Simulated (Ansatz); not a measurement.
Cost and result up the ladder for pentacene (C22H14) (36 atoms). Total charge 0; singlet. Geometry: PBE-D4/def2-SVP.

Cartesian coordinates in Å:
```
C 0.979 -6.055 0.833
C 0.859 -6.101 -0.596
C 0.623 -4.950 -1.315
C 0.492 -3.679 -0.656
C 0.253 -2.494 -1.362
C 0.124 -1.242 -0.706
C -0.117 -0.045 -1.410
C -0.245 1.195 -0.753
C -0.488 2.403 -1.457
C -0.614 3.632 -0.799
C -0.861 4.859 -1.506
C -0.981 6.055 -0.833
C -0.861 6.101 0.596
C -0.624 4.950 1.315
C -0.492 3.679 0.656
C -0.251 2.494 1.361
C -0.122 1.243 0.706
C 0.119 0.046 1.410
C 0.247 -1.195 0.753
C 0.489 -2.403 1.457
C 0.615 -3.632 0.799
C 0.860 -4.859 1.506
H 1.167 -6.986 1.390
H 0.957 -7.066 -1.115
H 0.531 -4.983 -2.412
H 0.161 -2.530 -2.459
H -0.210 -0.081 -2.507
H -0.581 2.368 -2.554
H -0.954 4.821 -2.603
H -1.171 6.985 -1.389
H -0.960 7.066 1.115
H -0.531 4.983 2.412
H -0.159 2.530 2.459
H 0.212 0.081 2.507
H 0.582 -2.368 2.554
H 0.952 -4.821 2.603
```

Ansatz on 8 threads of Intel Xeon Platinum 8488C on a shared host. Times are rough, and most runs start from the orbitals of an earlier one. No level here is sound enough to serve as a yardstick. Binding counts from free atoms at the same level (C triplet, H doublet; other spins of the atoms weren't run), without zero-point energy or a counterpoise term.

B3LYP takes the VWN-RPA correlation. Correlated methods freeze 22 core orbitals. The rows differ in basis, and correlated rows in double-zeta sets carry the largest basis error. Single mean-field runs in def2-TZVP are fitted with def2-universal-jkfit.

Run but left out: HF/6-31G (restricted singlet, unstable in another Hartree–Fock run and untested here).

Correlated methods converge slowly with the basis, most of all in double-zeta sets.

```csv
level,functions,wall time,binding energy per atom (eV),remarks
BLYP-D4/def2-SVP,378,4.7 s,5.58,restricted SCF unstable in HF
B3LYP-D4/6-31G,226,4.8 s,5.39,restricted SCF unstable in HF
PBE-D4/def2-SVP (with forces),378,6.5 s,5.80,restricted SCF unstable in HF
r2SCAN-D4/def2-SVP (with forces),378,10 s,5.60,restricted SCF unstable in HF
PBE-D4/def2-TZVP,766,13 s,5.71,restricted SCF unstable in HF
PBE0-D4/def2-SVP,378,13 s,5.68,restricted SCF unstable in HF
PBE0-D4/def2-TZVP,766,32 s,5.58,restricted SCF unstable in HF
MP2/def2-SVP,378,35 s,5.44,restricted SCF unstable
```
